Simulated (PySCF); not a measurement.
## From computed data to an observable: oscillator strength and radiative lifetime

(E)-2-fluorobut-2-ene (C4H7F), SMILES C/C=C(\C)F.

Geometry optimised at ωB97X-D3(BJ)/def2-SVP.

PySCF with TDDFT-CAM-B3LYP/def2-SVPD puts the first singlet state with f over 0.02 at 7.28 eV (vertical), with the transition dipole (-0.637, -1.481, 0.000) in atomic units.

### Question
Find the oscillator strength, the wavelength and the radiative lifetime that this transition would have in vacuum if emission retraced absorption.

### Answer

|μ|² = 2.5991 au, so |μ| = 4.10 D. ΔE = 7.28/27.211 = 0.2675 hartree. f = (2/3) ΔE |μ|² = 0.464 (the program prints 0.464).
λ = 1239.84/7.28 = 170 nm; ν = 58717 cm⁻¹.
Einstein's coefficient A = 0.6670 ν² f s⁻¹ (ν in cm⁻¹) = 1.1e9 s⁻¹, so τ = 1/A = 0.94 ns. This state is S2; the lower singlet has f = 0.000. The figure is the radiative limit of this one transition; relaxation, internal conversion, crossing to triplets and a medium change what is measured.
